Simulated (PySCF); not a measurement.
Co(Cp)(CO)2, C7H5CoO2, singlet, GFN2-xTB optimised geometry.

```
15

Co    -0.79    -0.22     0.00
C      0.07     1.69     0.00
C      0.08     1.20    -1.32
C      0.80    -0.02    -1.30
C      1.34    -0.22     0.00
C      0.87     0.81     0.81
H     -0.31     2.64     0.32
H     -0.30     1.71    -2.19
H      1.08    -0.59    -2.18
H      2.07    -0.97     0.27
H      1.16     1.02     1.83
O     -1.94    -2.64    -1.06
C     -1.48    -1.68    -0.64
O     -2.91     0.09     1.93
C     -2.07    -0.03     1.17
```

Density from PBE0/def2-TZVP run with PySCF 2.14.0 at that geometry.

Minimum of the electron density along straight lines between bonded atoms, close to the bond critical point (lines longer than 1.1 times the sum of covalent radii, or with two minima, are not listed):

```json
[
 {"bond": "Co1–C2", "length / Å": "2.091", "ρ at the minimum / e bohr⁻³": "0.079", "∇²ρ there / e bohr⁻⁵": "0.22", "position (fraction from the first atom)": "0.49"},
 {"bond": "Co1–C3", "length / Å": "2.129", "ρ at the minimum / e bohr⁻³": "0.074", "∇²ρ there / e bohr⁻⁵": "0.26", "position (fraction from the first atom)": "0.50"},
 {"bond": "C2–C3", "length / Å": "1.406", "ρ at the minimum / e bohr⁻³": "0.307", "∇²ρ there / e bohr⁻⁵": "-0.84", "position (fraction from the first atom)": "0.50"},
 {"bond": "Co1–C4", "length / Å": "2.064", "ρ at the minimum / e bohr⁻³": "0.083", "∇²ρ there / e bohr⁻⁵": "0.22", "position (fraction from the first atom)": "0.49"},
 {"bond": "C3–C4", "length / Å": "1.419", "ρ at the minimum / e bohr⁻³": "0.299", "∇²ρ there / e bohr⁻⁵": "-0.81", "position (fraction from the first atom)": "0.50"},
 {"bond": "Co1–C5", "length / Å": "2.133", "ρ at the minimum / e bohr⁻³": "0.074", "∇²ρ there / e bohr⁻⁵": "0.25", "position (fraction from the first atom)": "0.50"},
 {"bond": "C4–C5", "length / Å": "1.428", "ρ at the minimum / e bohr⁻³": "0.294", "∇²ρ there / e bohr⁻⁵": "-0.79", "position (fraction from the first atom)": "0.50"},
 {"bond": "Co1–C6", "length / Å": "2.116", "ρ at the minimum / e bohr⁻³": "0.075", "∇²ρ there / e bohr⁻⁵": "0.23", "position (fraction from the first atom)": "0.50"},
 {"bond": "C2–C6", "length / Å": "1.435", "ρ at the minimum / e bohr⁻³": "0.290", "∇²ρ there / e bohr⁻⁵": "-0.77", "position (fraction from the first atom)": "0.50"},
 {"bond": "C5–C6", "length / Å": "1.399", "ρ at the minimum / e bohr⁻³": "0.311", "∇²ρ there / e bohr⁻⁵": "-0.86", "position (fraction from the first atom)": "0.50"},
 {"bond": "C2–H7", "length / Å": "1.079", "ρ at the minimum / e bohr⁻³": "0.288", "∇²ρ there / e bohr⁻⁵": "-1.04", "position (fraction from the first atom)": "0.65"},
 {"bond": "C3–H8", "length / Å": "1.078", "ρ at the minimum / e bohr⁻³": "0.288", "∇²ρ there / e bohr⁻⁵": "-1.04", "position (fraction from the first atom)": "0.65"},
 {"bond": "C4–H9", "length / Å": "1.080", "ρ at the minimum / e bohr⁻³": "0.288", "∇²ρ there / e bohr⁻⁵": "-1.04", "position (fraction from the first atom)": "0.65"},
 {"bond": "C5–H10", "length / Å": "1.078", "ρ at the minimum / e bohr⁻³": "0.288", "∇²ρ there / e bohr⁻⁵": "-1.04", "position (fraction from the first atom)": "0.65"},
 {"bond": "C6–H11", "length / Å": "1.079", "ρ at the minimum / e bohr⁻³": "0.288", "∇²ρ there / e bohr⁻⁵": "-1.04", "position (fraction from the first atom)": "0.65"},
 {"bond": "Co1–C13", "length / Å": "1.741", "ρ at the minimum / e bohr⁻³": "0.165", "∇²ρ there / e bohr⁻⁵": "0.57", "position (fraction from the first atom)": "0.50"},
 {"bond": "O12–C13", "length / Å": "1.145", "ρ at the minimum / e bohr⁻³": "0.484", "∇²ρ there / e bohr⁻⁵": "0.60", "position (fraction from the first atom)": "0.67"},
 {"bond": "Co1–C15", "length / Å": "1.741", "ρ at the minimum / e bohr⁻³": "0.164", "∇²ρ there / e bohr⁻⁵": "0.57", "position (fraction from the first atom)": "0.50"},
 {"bond": "O14–C15", "length / Å": "1.145", "ρ at the minimum / e bohr⁻³": "0.484", "∇²ρ there / e bohr⁻⁵": "0.60", "position (fraction from the first atom)": "0.67"}
]
```
